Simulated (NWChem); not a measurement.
Species: C2H9NSi; SMILES C[SiH](C)N

```xyz
13

Si    -0.0534    -0.0166     0.3606
C     -0.2071     1.7694    -0.2268
C      1.6054    -0.7065    -0.1845
N     -1.2946    -1.0968    -0.2065
H     -0.1627    -0.0155     1.8554
H     -0.1323     1.8379    -1.3245
H     -1.1735     2.2066     0.0712
H      0.5907     2.3968     0.2038
H      1.7462    -1.7316     0.1901
H      1.6793    -0.7336    -1.2842
H      2.4351    -0.0846     0.1868
H     -1.3254    -1.3443    -1.1899
H     -2.2368    -0.9999     0.1562
```
Atoms are numbered in this order, from 1.

Program: NWChem. Coordinates come from a PBE0/def2-SVP optimisation. Hybrids' shares of exact exchange are those that their runs print; pure functionals count as 0. The functionals differ in more than this share.

| row | share of exact exchange | orbital gap (eV) |
|---|---|---|
| PBE/def2-TZVP | 0.00 | 5.74 |
| TPSSh/def2-TZVP | 0.10 | 6.93 |
| B3LYP/def2-TZVP | 0.20 | 7.40 |
| PBE0/def2-TZVP | 0.25 | 7.96 |
| PW6B95/def2-TZVP | 0.28 | 8.01 |
| Hartree-Fock/def2-TZVP | 1.00 | withheld |

Q: Fit a straight line of the last column on the one before it, predict the withheld value, and compare with the run.

A: 
1. Means of the 5 shown rows: x = 0.166, y = 7.208. Slope Σ(x − x̄)(y − ȳ)/Σ(x − x̄)² = 0.4232/0.05312 = 7.966; intercept 5.886.
2. The shown rows scatter about the line by 0.146 (root mean square); the largest residual is +0.25, at TPSSh/def2-TZVP.
3. At x = 1.00 (Hartree-Fock/def2-TZVP; beyond the shown range) the line gives 13.85.
4. The run gives 13.94, +0.09 from the line, 0.6 times the scatter.
